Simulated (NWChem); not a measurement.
All runs are NWChem calculations. System: CF2 (+1), charge 1, spin multiplicity 2, at a geometry optimised with UPBE/def2-SVP. The structure started from a generated list of species. Its SCF solution wasn't tested for a lower state. Level: G0W0@UPBE/def2-TZVPD, RI basis def2-tzvpd-rifit.

Output (cleaned and shortened):

```
             Northwest Computational Chemistry Package (NWChem) 7.3.0
             --------------------------------------------------------

                                NWChem Input Module
                                -------------------

 Scaling coordinates for geometry "geometry" by  1.889725989
 (inverse scale =  0.529177249)

 Turning off AUTOSYM since
 SYMMETRY directive was detected!

                             Geometry "geometry" -> ""
                             -------------------------

 Output coordinates in angstroms (scale by  1.889725989 to convert to a.u.)

  No.       Tag          Charge          X              Y              Z
 ---- ---------------- ---------- -------------- -------------- --------------
    1 F                    9.0000     1.08748300     0.00000000    -0.14301400
    2 C                    6.0000     0.00000000     0.00000000     0.42904200
    3 F                    9.0000    -1.08748300     0.00000000    -0.14301400

 Effective nuclear repulsion energy (a.u.)      66.2185823189

            Nuclear Dipole moment (a.u.)
            ----------------------------
        X                 Y               Z
 ---------------- ---------------- ----------------
     0.0000000000     0.0000000000     0.0000000000

      Symmetry information
      --------------------

 Group name             C2v
 Group number             16
 Group order               4
 No. of unique centers     2

      Symmetry unique atoms

     1    2


 Summary of "ao basis" -> "" (spherical)
 ------------------------------------------------------------------------------
       Tag                 Description            Shells   Functions and Types
 ---------------- ------------------------------  ------  ---------------------
 *                         def2-tzvpd                 on all atoms

 new library libraries.bse/

 Summary of "ri basis" -> "" (spherical)
 ------------------------------------------------------------------------------
       Tag                 Description            Shells   Functions and Types
 ---------------- ------------------------------  ------  ---------------------
 *                      def2-tzvpd-rifit              on all atoms

  pbe96 is a nonlocal functional; adding pw91lda local functional.

                                 NWChem DFT Module
                                 -----------------

 Summary of "ao basis" -> "ao basis" (spherical)
 ------------------------------------------------------------------------------
[...]
          10.657634495932           0.000000000000           0.000000000000
           0.000000000000         171.126080791112           0.000000000000
           0.000000000000           0.000000000000         160.468446295180

     Multipole analysis of the density
     ---------------------------------

     L   x y z        total         alpha         beta         nuclear
     -   - - -        -----         -----         ----         -------
     0   0 0 0      1.000000    -12.000000    -11.000000     24.000000

     1   1 0 0      0.000000      0.000000     -0.000000      0.000000
     1   0 1 0     -0.000000     -0.000000     -0.000000      0.000000
     1   0 0 1      0.353287     -0.457989      0.811276      0.000000

     2   2 0 0     -7.633030    -42.505852    -41.144949     76.017771
     2   1 1 0      0.000000      0.000000      0.000000      0.000000
     2   1 0 1     -0.000000     -0.000000     -0.000000      0.000000
     2   0 2 0     -8.972239     -4.830527     -4.141712      0.000000
     2   0 1 1      0.000000      0.000000      0.000000      0.000000
     2   0 0 2     -9.094040     -8.666293     -5.686555      5.258808

 Task  times  cpu:        6.5s     wall:        6.5s

                                NWChem Input Module
                                -------------------

                                 NWChem GW Module
                                 ----------------

                             ***********************
                             ***        GW       ***
                             ***********************

 Summary of "ri basis" -> "ri basis" (spherical)
 ------------------------------------------------------------------------------
       Tag                 Description            Shells   Functions and Types
 ---------------- ------------------------------  ------  ---------------------
 F                      def2-tzvpd-rifit            26       92   9s7p5d4f1g
 C                      def2-tzvpd-rifit            26       92   9s7p5d4f1g

                 Memory Information
                 ------------------
          Available GA per process is          1699.8 MBs
          Available stack per process is        700.0 MBs
          Available heap per process is           0.0 MBs

          Peak memory in Initialization
              Peak GA per process is                  7.4 MBs
              Peak stack per process is               0.2 MBs
              Peak heap per process is                7.6 MBs
              Memory not in MA per process            0.0 MBs

          Peak memory in AFF Calculation
              Peak GA per process is                 56.6 MBs
              Peak stack per process is              44.9 MBs
              Peak heap per process is                0.0 MBs
              Memory not in MA per process           44.9 MBs

          Computing 2-center integrals
          Computing Inverse Cholesky factor
          Computing 3-center integrals
          Computing V_xc ...

          Computing Sigma_x
          Computing RPA polarizability
          Solving quasiparticle equations

                  Alpha Orbitals
          State     Energy (eV)     Error (eV)
          -----------------------------------
@GW         9        -28.771           0.002
@GW        10        -26.043           0.005
@GW        11        -25.750           0.002
@GW        12        -21.782           0.003
@GW        13         -8.614           0.003
@GW        14         -2.742           0.002

                   Beta Orbitals
          State     Energy (eV)     Error (eV)
          -----------------------------------
@GW         8        -27.651           0.002
@GW         9        -26.974           0.005
@GW        10        -25.979           0.005
@GW        11        -25.498           0.003
@GW        12        -10.680           0.002
@GW        13         -7.389           0.004

   Applying  -4.5851 eV scissor-shift to rest of particle states

   Applying   4.5468 eV scissor-shift to rest of hole states

   Applying  -4.6729 eV scissor-shift to rest of particle states

   Applying   3.7554 eV scissor-shift to rest of hole states

     GW Timing Statistics
   ------------------------
   Init.   :          0.1s
     ERIs  :          0.8s
     Distr.:          0.0s
     Vxc   :          0.1s
   Sigma_x :          0.0s
   RPA     :          3.4s
   Wmn     :          0.1s
   Sigma_c :          0.1s
   GW total:          4.6s

 Task  times  cpu:        4.6s     wall:        4.6s

 Total times  cpu:       11.1s     wall:       11.1s
```

### Question
Write an NWChem input that would produce this output.

### Answer
This is not unique; one that fits is 
```
start mol
memory heap 200 mb stack 700 mb global 1700 mb
charge 1
geometry units angstroms nocenter noautoz
  F      1.087483     0.000000    -0.143014
  C      0.000000     0.000000     0.429042
  F     -1.087483     0.000000    -0.143014
  symmetry group C2v
end
basis spherical
  * library def2-tzvpd
end
basis "ri basis" bse spherical
  * library def2-tzvpd-rifit
end
dft
  xc xpbe96 cpbe96
  odft
  mult 2
  iterations 100
  direct
  tolerances tight
end
task dft energy
gw
  states alpha occ 4 vir 2
  states beta occ 4 vir 2
end
task dft gw
```
